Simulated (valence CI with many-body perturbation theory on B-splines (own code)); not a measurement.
# Ar V: electric-dipole lines

Method: configuration interaction combined with many-body perturbation theory (CI+MBPT): four valence electrons over a frozen Dirac-Fock core [Ne], radial functions for each j: 11 s, 11 p, 10 d, 8 f, 5 g, 2 h, with the one-electron correlation potential Σ1 (screened to all orders), the two-electron term Σ2, the three-electron term Σ3, Breit, model QED; selected single and double excitations, second order for the rest, scaled by the run's own slope (own B-spline code, finite nucleus).

Against 36 measured levels this calculation errs by 108 cm⁻¹ on average and by 350 at most. These come from a selection out of Saloman, J. Phys. Chem. Ref. Data 39, 033101 (2010). Levels without a partner in it may be off by more. Among the levels kept, up to 930 cm⁻¹ of a level comes from second order outside the variational space, and about a tenth of that is noise between levels of different J, which matters for small intervals. 7 measured levels below the end of the list, from 252141 cm⁻¹ on, found no clear computed partner, and computed levels of the same name lie up to 12927 cm⁻¹ from them.

Lines 51 to 100 of 586 in falling wavelength, among levels below 454710 cm⁻¹, chosen from the strongest by gf and those to the six lowest levels. Wavelengths and rates use the calculated energies, so an error of 100 cm⁻¹ moves a line at 274.9 nm by 0.27 % and its rate by three times that or more. Electric multipoles are in the length gauge, E1 and E2 with the static RPA response of the core. Weak lines are less certain than strong ones. Lines between different terms over intervals too small for the method are left out, as are lines whose strength nearly cancels. Where a level lies close to another of its J and parity, the split of strength between their lines is uncertain. The highest levels of a list are the least certain.

Names give the largest LS component (configuration and term), which can be under half, so a name can repeat, a term be missing and a line seem to break the LS rules; names also repeat where a configuration has a term twice. Letters in brackets count levels of one name in rising energy.

| λ vac (nm) | Upper | Lower | A (s⁻¹) | S (a.u.) |
| --- | --- | --- | --- | --- |
| 274.9 | 3s2 3p 4f 3F_3 | 3s2 3p 4d 3F°_3 | 5.61e+07 | 4.02e+00 |
| 272.4 | 3s2 3p 4p 1P_1 | 3s2 3p 4s 3P°_1 | 4.86e+07 | 1.45e+00 |
| 272.1 | 3s2 3p 4f 3F_2 | 3s2 3p 4d 3F°_2 | 5.22e+07 | 2.60e+00 |
| 271.7 | 3s 3p2 3d 3D_3 [a] | 3s2 3p 4s 3P°_2 | 3.38e+07 | 2.34e+00 |
| 271.2 | 3s2 3p 4f 3F_3 | 3s2 3p 4d 3F°_2 | 3.76e+07 | 2.59e+00 |
| 269.3 | 3s 3p2 4p 3D°_1 | 3s 3p2 4s 3P_1 | 6.90e+07 | 1.99e+00 |
| 265.7 | 3s 3p2 4p 3D°_1 | 3s 3p2 4s 3P_0 | 1.16e+08 | 3.23e+00 |
| 265.2 | 3s 3p2 4p 3D°_2 | 3s 3p2 4s 3P_1 | 1.46e+08 | 6.72e+00 |
| 263.3 | 3s 3p2 3d 3D_2 [a] | 3s2 3p 4s 3P°_1 | 5.20e+07 | 2.34e+00 |
| 263.0 | 3s 3p2 4p 3D°_3 | 3s 3p2 4s 3P_2 [a] | 1.20e+08 | 7.51e+00 |
| 262.9 | 3s2 3p 4f 3F_4 | 3s2 3p 4d 3D°_3 | 1.79e+08 | 1.44e+01 |
| 261.9 | 3s2 3p 4f 3F_2 | 3s2 3p 4d 3D°_1 | 1.54e+08 | 6.84e+00 |
| 260.5 | 3s2 3p 4f 3F_3 | 3s2 3p 4d 3D°_2 | 1.37e+08 | 8.34e+00 |
| 259.8 | 3s2 3p 4f 1F_3 | 3s2 3p 4d 1D°_2 | 1.89e+08 | 1.15e+01 |
| 250.7 | 3s 3p2 4p 5D°_1 | 3s 3p2 4s 5P_2 | 5.87e+07 | 1.37e+00 |
| 250.3 | 3s 3p2 4p 5D°_3 | 3s 3p2 4s 5P_3 | 7.59e+07 | 4.11e+00 |
| 247.8 | 3s 3p2 4p 5D°_2 | 3s 3p2 4s 5P_2 | 1.61e+08 | 6.04e+00 |
| 247.4 | 3s 3p2 4p 5D°_0 | 3s 3p2 4s 5P_1 | 2.98e+08 | 2.23e+00 |
| 247.2 | 3s2 3d2 1D_2 | 3s2 3p 4d 1P°_1 | 1.66e+08 | 6.19e+00 |
| 246.0 | 3s2 3p 4p 3D_3 | 3s2 3p 4s 3P°_2 | 2.21e+08 | 1.14e+01 |
| 245.9 | 3s 3p2 4p 5D°_1 | 3s 3p2 4s 5P_1 | 2.33e+08 | 5.13e+00 |
| 245.3 | 3s 3p2 4p 3P°_1 | 3s 3p2 4s 3P_2 [b] | 7.19e+07 | 1.57e+00 |
| 244.6 | 3s 3p2 4p 5D°_4 | 3s 3p2 4s 5P_3 | 3.09e+08 | 2.01e+01 |
| 243.6 | 3s 3p2 4p 5D°_3 | 3s 3p2 4s 5P_2 | 2.31e+08 | 1.15e+01 |
| 243.2 | 3s 3p2 4p 5D°_2 | 3s 3p2 4s 5P_1 | 1.30e+08 | 4.61e+00 |
| 243.0 | 3s 3p2 4p 3P°_2 | 3s 3p2 4s 3P_2 [b] | 1.32e+08 | 4.66e+00 |
| 242.1 | 3s2 3p 4p 3D_2 | 3s2 3p 4s 3P°_1 | 1.62e+08 | 5.68e+00 |
| 241.6 | 3s2 3p 4p 3D_1 | 3s2 3p 4s 3P°_0 | 1.15e+08 | 2.40e+00 |
| 241.0 | 3s2 3p 4f 1G_4 [b] | 3s2 3p 4d 1F°_3 | 3.46e+08 | 2.15e+01 |
| 230.2 | 3s 3p2 4p 3P°_0 | 3s 3p2 4s 3P_1 | 2.25e+08 | 1.35e+00 |
| 229.9 | 3s 3p2 4p 3P°_2 | 3s 3p2 4s 3P_2 [a] | 1.02e+08 | 3.06e+00 |
| 226.7 | 3s 3p2 4p 3P°_2 | 3s 3p2 4s 3P_1 | 4.54e+07 | 1.31e+00 |
| 226.2 | 3s 3p2 4p 3P°_1 | 3s 3p2 4s 3P_0 | 7.08e+07 | 1.21e+00 |
| 226.2 | 3s 3p2 4p 5P°_2 | 3s 3p2 4s 5P_3 | 1.15e+08 | 3.29e+00 |
| 225.5 | 3s2 3p 4p 3P_2 | 3s2 3p 4s 3P°_2 | 2.90e+08 | 8.20e+00 |
| 224.1 | 3s2 3p 4p 3P_0 | 3s2 3p 4s 3P°_1 | 3.56e+08 | 1.98e+00 |
| 222.4 | 3s 3p2 4p 5P°_3 | 3s 3p2 4s 5P_3 | 3.03e+08 | 1.15e+01 |
| 222.2 | 3s2 3p 4p 3P_1 | 3s2 3p 4s 3P°_1 | 1.60e+08 | 2.61e+00 |
| 222.1 | 3s 3p2 4p 5P°_1 | 3s 3p2 4s 5P_2 | 3.31e+08 | 5.37e+00 |
| 220.7 | 3s 3p2 4p 5P°_2 | 3s 3p2 4s 5P_2 | 9.01e+07 | 2.39e+00 |
| 219.7 | 3s2 3p 4p 3S_1 | 3s2 3p 4s 3P°_2 | 3.20e+08 | 5.02e+00 |
| 219.7 | 3s2 3p 4p 3P_1 | 3s2 3p 4s 3P°_0 | 1.35e+08 | 2.12e+00 |
| 218.3 | 3s 3p2 4p 5P°_1 | 3s 3p2 4s 5P_1 | 9.27e+07 | 1.43e+00 |
| 217.4 | 3s2 3p 4p 3P_2 | 3s2 3p 4s 3P°_1 | 7.24e+07 | 1.84e+00 |
| 217.1 | 3s 3p2 4p 5P°_3 | 3s 3p2 4s 5P_2 | 1.19e+08 | 4.21e+00 |
| 217.0 | 3s 3p2 4p 5P°_2 | 3s 3p2 4s 5P_1 | 2.25e+08 | 5.68e+00 |
| 213.2 | 3s 3p2 4p 5S°_2 | 3s 3p2 4s 5P_3 | 3.09e+08 | 7.40e+00 |
| 211.8 | 3s2 3p 4p 1D_2 | 3s2 3p 4s 1P°_1 | 4.36e+08 | 1.02e+01 |
| 210.8 | 3s2 3p 4d 1D°_2 | 3s2 3p 4p 1D_2 | 1.34e+08 | 3.11e+00 |
| 208.8 | 3s2 3p 4d 3F°_4 | 3s 3p2 3d 3D_3 [b] | 4.95e+07 | 2.00e+00 |
